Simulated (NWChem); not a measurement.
System: MgH2; SMILES [MgH2]

Here is an NWChem input.

```
start job
memory heap 200 mb stack 900 mb global 1100 mb
geometry units angstroms noautosym nocenter noautoz
  Mg     0.000000     0.000000     0.000000
  H      0.000000     0.000000    -1.712508
  H      0.000000     0.000000     1.712508
end
basis spherical
  * library pcsseg-1
end
dft
  xc slater vwn_5
  iterations 150
end
property
  shielding 2 1 2
end
task dft property
```

All runs use the structure optimised with B3LYP/6-31G* (spherical d).

GIAO values for the isolated, static molecule; σ is the absolute isotropic shielding, δ = σ(reference) − σ with the isolated reference molecule computed at the same levels (1H: tetramethylsilane).

Atoms are numbered as in the input.

What results follow from this input? (LDA (Slater exchange, VWN5)/pcSseg-1, GIAO.) Quantities: σ Mg1 (ppm); δ H2 (ppm).


```yaml
"σ Mg1 (ppm)": 403.1
"δ H2 (ppm)": 5.17
```
